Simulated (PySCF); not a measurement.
Numbering as in the mapped SMILES `[F:1][CH2:2][O:3][B:4]([F:5])[B:6]([F:7])[F:8]`. Hydrogens are named by the atom that carries them.

Geometry: PBE0-D3(BJ)/def2-SVP; GIAO shifts from PySCF, gas phase, non-relativistic, averaged over equivalent atoms.

At B97-2/pcSseg-1 (146 basis functions, 12 s wall time on 1 thread of an Arm Neoverse V1, shared host):
| atoms | δ (ppm) |
| --- | --- |
| F7/F8 | -57.8 |
| F5 | -74.1 |
| F1 | -158.9 |
| C2 | 102.2 |
| O3 | 197.3 |
| B4 | 23.8 |
| B6 | 22.4 |
| H(C2) | 5.74 |

Shifts are taken against calculated references (same method and geometry level): CFCl3 for ¹⁹F (178.12 ppm); ¹³C (183.69 ppm) and ¹H (31.38 ppm) against TMS; ¹⁷O (331.62 ppm) against H2O; BF3·OEt2 for ¹¹B (101.82 ppm).

Question: What do these become at PBE0/6-311+G(2d,p)?

Answer: 
```tsv
atoms	δ at PBE0/6-311+G(2d,p)	change
F7/F8	-62.4	-4.6
F5	-82.8	-8.7
F1	-157.0	+1.9
C2	101.0	-1.2
O3	197.0	-0.3
B4	24.2	+0.4
B6	23.2	+0.8
H(C2)	5.71	-0.03
```

Referencing at the same level of theory: ¹⁹F (σref 174.75) vs CFCl3; ¹³C (σref 186.44), ¹H (σref 31.51) against TMS; ¹⁷O (σref 326.57) vs H2O; ¹¹B (σref 102.42) vs BF3·OEt2.

The largest change is at F5 (fluorine bonded to B). Cost: 228 basis functions, 28 s wall time on 1 thread of an Arm Neoverse V1, shared host.

Unscaled 19F shifts against computed CFCl3 carry errors that often reach 10 to 50 ppm. Experimental scales use liquid or dissolved standards, which lie at an offset from isolated H2O (liquid H2O: subtract about 36 ppm).
